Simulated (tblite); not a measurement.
C5H7OS2 (doublet state).
Z-matrix (Å and degrees, GFN2-xTB geometry), rows numbered from 1:
```
C 
O   1  1.4070
C   2  1.3600  1  115.81
C   3  1.4986  2  117.23  1   175.15
C   4  1.4905  3  106.23  2   160.38
C   5  1.3332  4  115.21  3    -8.63
S   6  1.7586  5  126.19  4  -179.29
S   6  1.7601  5  114.39  4    -0.63
H   1  1.0964  2  110.61  3    62.58
H   1  1.0880  2  106.48  3  -178.14
H   1  1.0948  2  111.25  3   -58.33
H   4  1.1017  3  111.73  2    38.82
H   4  1.0968  3  109.91  2   -78.97
H   5  1.0757  4  121.59  3   171.59
H   7  1.3308  6   95.45  5  -177.07
```

Computed with GFN2-xTB (tblite): harmonic, unscaled wavenumbers at the GFN2-xTB geometry, gas phase. The method is semi-empirical: single wavenumbers can be off by several per cent or more. Modes of hydrogen on sulfur can be 10 to 20 % off. One conformer, not necessarily the lowest. Open shells enter through the occupations alone, without spin polarisation, and single modes of such species can be off by tens of per cent.

Harmonic wavenumbers (cm⁻¹): 56.4, 90.7, 138.4, 159.4, 172.5, 215.2, 245.0, 321.6, 348.2, 418.9, 454.3, 564.3, 632.5, 651.1, 733.5, 850.4, 903.9, 943.5, 1013.1, 1033.6, 1073.4, 1094.8, 1120.2, 1168.5, 1207.1, 1226.1, 1299.4, 1403.9, 1437.9, 1456.1, 1472.0, 1619.5, 2436.5, 2815.1, 2905.3, 2919.9, 2941.7, 3033.3, 3124.5.

A = 3640, B = 857.2, C = 702.2 MHz; mass 146.994 u (most abundant isotopes); point group C1, symmetry number 1; spin multiplicity 2.

Task: Zero-point energy?

Result: ½Σν̃ = 22851 cm⁻¹ = 65.33 kcal/mol.

Task: Give the ideal-gas entropy at 400 K and 1 bar in the rigid-rotor, harmonic-oscillator model (classical rotation).

Result: Translation 42.35, rotation 30.25, vibration 35.58, spin (R ln 2) 1.38: S = 109.6 cal/(mol K).

Task: And Cp and H(400 K) − H(0)?

Result: Cp = 42.77 cal/(mol K), of which vibrations give 34.82 (their classical limit is 39 R = 77.5); H(400 K) − H(0) = 10.59 kcal/mol without the zero-point energy, 7.41 from vibrations.

Task: Blend soft modes into free rotors: weight 1/[1 + (100 cm⁻¹/ν̃)⁴] for the oscillator and the rest for a rotor with moment μB/(μ + B), μ = h/(8π²ν), B = 10⁻⁴⁴ kg m². What vibrational entropy results?

Result: 33.46 cal/(mol K) in place of 35.58, which changes −T·S at 400 K by +0.85 kcal/mol.

Task: How do the functions run with temperature in this model?

Result: 
| T (K) | S (cal/(mol K)) | Cp (cal/(mol K)) | H − H(0) (kcal/mol) | G − H(0) (kcal/mol) | ln q(vib) |
| --- | --- | --- | --- | --- | --- |
| 150 | 78.6 | 23.1 | 2.29 | -9.49 | 2.54 |
| 250 | 92.3 | 31.3 | 5.01 | -18.06 | 5.00 |
| 298.15 | 98.1 | 35.2 | 6.61 | -22.64 | 6.17 |
| 600 | 129.2 | 54.2 | 20.37 | -57.16 | 13.09 |
| 900 | 153.4 | 64.9 | 38.37 | -99.69 | 19.27 |

q(vib) and H(0) count from the zero-point level.

Hindered rotation and anharmonicity are outside this model. Other conformers, if any are populated, would add a mixing term that is left out. The structure is chiral; the term R ln 2 for an equal mix with its mirror image is left out.
